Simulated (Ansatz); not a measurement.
**Cost against result**

The pair of HBr (SMILES Br, atoms 1–2) and PH3 (SMILES P, atoms 3–6), both closed shells, in one local arrangement (a lower one may exist), relaxed at PBE0-D4/def2-TZVP:

```csv
atom,x (Å),y (Å),z (Å)
Br1,-0.1690,0.0743,-2.7016
H2,-0.0766,0.0335,-1.2788
P3,0.0959,-0.0421,1.5701
H4,-0.0840,1.1647,0.8428
H5,-0.9095,-0.7330,0.8423
H6,1.1432,-0.4975,0.7254
```

Interaction energies are counterpoise-corrected; the time is that of the whole pair.

Computed with Ansatz 0.2.0 (basis: as named in each row); correlated methods freeze the cores. Filled d shells of the heavier atoms are correlated. The def2 sets are not built for correlating such inner shells, so the correlated values are less sure here. B3LYP uses VWN-RPA correlation. Extrapolation: Hartree–Fock as exp(−7.88 √X), correlation as X^−2.97.

Times are rough, for one single point on 2 threads of a shared host (Arm Neoverse V1).

The estimate by CCSD(T) at an estimated basis limit (MP2 extrapolated from triple and quadruple zeta, plus CCSD(T) − MP2 in triple zeta) is -5.6 kJ/mol.

```tsv
method	basis	time (s)	interaction energy (kJ/mol)	method less estimate
HF	STO-3G	under 1	7.7	13.2
PBE-D4	STO-3G	under 1	-2.8	2.8
SPW92	def2-SVP	under 1	-11.6	-6.1
PBE-D4	def2-SVP	under 1	-6.7	-1.1
B3LYP-D4	6-31G	under 1	-2.0	3.6
PBE0-D4	def2-SVP	under 1	-5.3	0.3
CCSD(T)	def2-SVP	1	1.6	7.2
PBE-D4	def2-TZVPPD	2	-8.3	-2.7
revPBE-D4	def2-TZVPPD	2	-6.1	-0.5
BLYP-D4	def2-TZVPPD	2	-5.6	-0.1
PBE0-D4	def2-TZVPPD	2	-7.0	-1.4
B3LYP-D4	def2-TZVPPD	3	-5.6	-0.1
HSE06-D4	def2-TZVPPD	3	-7.1	-1.5
wB97M-V	def2-SVP	3	-3.4	2.2
r2SCAN-D4	def2-TZVPPD	4	-6.7	-1.1
B2PLYP	def2-TZVPPD	4	-2.2	3.3
wB97X-V	def2-TZVPPD	7	-4.7	0.9
wB97M-V	def2-TZVPPD	8	-5.2	0.3
B97M-V	def2-TZVPPD	8	-5.9	-0.3
MP2	def2-QZVPPD	11	-6.2	-0.6
CCSD(T)	def2-TZVPPD	38	-4.0	1.6
```

T1 diagnostic: at most 0.014.
